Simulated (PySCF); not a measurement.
What does the GFN2-xTB structure of `O=S(=O)([O-])[C@@H]1CC[C@@H]1F` look like in three dimensions? (Charge -1.)

```
atom  x, y, z in Å
O1     0.8697   -1.0972   -2.3210
S2     1.1863   -0.0088   -1.3970
O3     0.4789    1.2282   -1.7026
O4     2.6104    0.1445   -1.1422
C5     0.4543   -0.6533    0.1851
C6    -1.0469   -0.7037   -0.0625
C7    -1.1528    0.6644    0.6301
C8     0.2254    0.4093    1.2381
F9     1.0858    1.4810    1.2862
H10    1.0109   -1.5504    0.4345
H11   -1.5714   -1.5022    0.4675
H12   -1.2944   -0.7235   -1.1212
H13   -1.9820    0.8342    1.3180
H14   -1.0728    1.4620   -0.1048
H15    0.1942    0.0235    2.2697
```

Any rigid rotation of these coordinates is as good. Atoms count from 1 in this order. The 4-membered ring C5–C6–C7–C8 has internal angles of 88.0° to 89.3°; it is puckered, 0.12 Å rms from its mean plane, widest ring torsion 18°. Of the pairs four or more bonds apart, O3···H14 is among the closest relative to their van der Waals radii: 2.24 Å, 82 % of the sum of Bondi's values. The C–C distances run from 1.513 Å (C5–C8, drawn single) to 1.537 Å (C6–C7, drawn single), a spread of 0.024 Å. S2 (sulfonyl sulfur) is distorted tetrahedral (angles from 101.2° to 115.0°).

Bonds between heavy atoms (Å): O1=S2 1.462, S2=O3 1.457, S2–O4 1.455, S2–C5 1.859, C5–C6 1.522, C6–C7 1.537, C7–C8 1.528, C8–F9 1.375, C5–C8 1.513.

Structure optimised with GFN2-xTB, isolated species.

Point group: C1 (no symmetry element, even within 0.4 Å). Stationary, but not proved a minimum. Torsions: O1–S2–C5–C6 -66°, S2–C5–C6–C7 -97°, C5–C6–C7–C8 -18°, C6–C7–C8–F9 140°, S2–C5–C8–C7 88°.

One conformer stands for the species.

These are computed values.
